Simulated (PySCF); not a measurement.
## Ionisation energy of Ge¹⁶⁺ by level of theory

Ge¹⁶⁺ [Ne] 3s2 3p4 (3P) → Ge¹⁷⁺ [Ne] 3s2 3p3 (4S), as a difference of total energies. Computed with PySCF 2.14 in an even-tempered Gaussian basis (17 s from 1.1 bohr⁻², ratio 2.5; 11 p from 1.4 bohr⁻², ratio 2.5; 5 d from 8.6 bohr⁻², ratio 2.7; 4 f from 13 bohr⁻², ratio 2.7), with the non-relativistic Hamiltonian (point nucleus). Correlated levels: outer shells: 1s2 frozen; virtual orbitals above 40 to 60 times the deepest correlated orbital energy dropped. The calculations carry no spin-orbit coupling.

| method | ionisation energy (eV) |
| --- | --- |
| UHF | 604.06 |
| LDA | 606.36 |
| PBE | 606.38 |
| PBE0 | 606.26 |
| r2SCAN | 606.07 |
| M06-L | 605.80 |
| BLYP | 606.39 |
| MP2 (outer shells) | 605.02 |
| SCS-MP2 (outer shells) | 605.04 |

Task: How much does correlation contribute at MP2 (outer shells)?

Result: 605.02 − (604.06) = 0.96 eV, measured against UHF.

Spin-orbit coupling is strong in these open shells (close to jj coupling). The scalar numbers leave it out and a first-order estimate fails, so it can dominate the gap to the real levels.

The gap to the reference is mostly relativistic.

For comparison: 609.1 ± 0.8 eV (semi-empirical (NIST evaluation); NIST Atomic Spectra Database, ionization energies).
